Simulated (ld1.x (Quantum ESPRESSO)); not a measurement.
# Transferability test, TM potential for tantalum (Ta)

```
Element                 : Ta (Z = 73)
Generator               : ld1.x (Quantum ESPRESSO) 7.5
Type                    : norm-conserving Troullier–Martins (Kleinman–Bylander form)
Functional              : PBEsol
Relativity              : scalar-relativistic
Frozen core             : [Xe] 4f14
Valence charge          : 5
Reference configuration : 5d3 6s0 6p0 (charge +2)
Partial waves           : 6p (bound, empty): rc 3.20 bohr; 5d (bound): rc 1.75 bohr; 6s (bound, empty): rc 2.65 bohr
Local potential         : the s channel
Core correction         : a·sin(br)/r model core inside 1.05 bohr
```

Energies are relative to the spin-unpolarised reference configuration 5d3 6s0 6p0; without spin polarisation the order of configurations can differ from experiment.

Question: Give the all-electron excitation energy and the error of the potential for: 5d3 6s2 6p0; 5d3 6s1 6p0; 5d2 6s0 6p0; 5d3.5 6s1.5 6p0; 5d3 6s1 6p1; 5d3 6s0 6p1; 5d4 6s0 6p0.

Answer:

| valence configuration | charge | ΔE all-electron (eV) | error AE − PS (meV) |
| --- | --- | --- | --- |
| 5d3 6s2 6p0 | 0 | -23.481 | -31 |
| 5d3 6s1 6p0 | +1 | -14.976 | -10 |
| 5d2 6s0 6p0 | +3 | 23.610 | -185 |
| 5d3.5 6s1.5 6p0 | 0 | -22.492 | -31 |
| 5d3 6s1 6p1 | 0 | -19.259 | -11 |
| 5d3 6s0 6p1 | +1 | -9.849 | -1.5 |
| 5d4 6s0 6p0 | +1 | -13.555 | -86 |
